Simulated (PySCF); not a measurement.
A calculated (B97-3, PySCF 2.14, dyall-acv3z, the spin-free X2C one-electron Hamiltonian (Gaussian nucleus)) atom or ion has these occupied shells.

| shell | electrons | orbital energy (eV) | rms radius, mean of both spins (bohr) |
| --- | --- | --- | --- |
| 1s α | 1 | -342.17 | 0.312 |
| 1s β | 1 | -341.00 | 0.312 |
| 2s α | 1 | -59.566 | 1.37 |

(1) Name the element and its charge.

Answers

(1) C³⁺ (carbon, charge +3), in [He] 2s1, 2S determinant.
